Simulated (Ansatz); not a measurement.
(NaH)4 ring (Na₄H₄). Charge 0, multiplicity 1. Geometry PBE-D4/def2-SVP, basis def2-TZVP, Ansatz.

```xyz
8

Na   -0.205   -1.029   -2.348
H     0.753   -2.364   -1.142
Na    1.206   -2.114    0.830
H     1.065   -0.819    2.399
Na    0.205    1.029    2.348
H    -0.753    2.364    1.142
Na   -1.206    2.114   -0.830
H    -1.065    0.819   -2.399
```

```
run  HOMO (eV)  LUMO (eV)
  A      -5.57      -0.20
  B      -8.25       1.00
  C      -4.67      -0.16
  D      -5.08      -0.05
  E      -5.69       0.11
  F      -4.59      -0.85
```

Question: The runs used HF, LDA (SPW92), PBE0, r2SCAN, r2SCAN0, r2SCANh. Estimate which is which.

Answer: A PBE0 (25 % exact exchange); B HF (100 % exact exchange); C r2SCAN (0 % exact exchange); D r2SCANh (10 % exact exchange); E r2SCAN0 (25 % exact exchange); F LDA (SPW92) (0 % exact exchange). Exact exchange lowers occupied and raises empty levels; among semilocal functionals meta-GGAs tend to open the gap a little, and such runs are hard to tell apart. The gap grows from 3.74 eV (LDA (SPW92)) to 9.25 eV (HF).
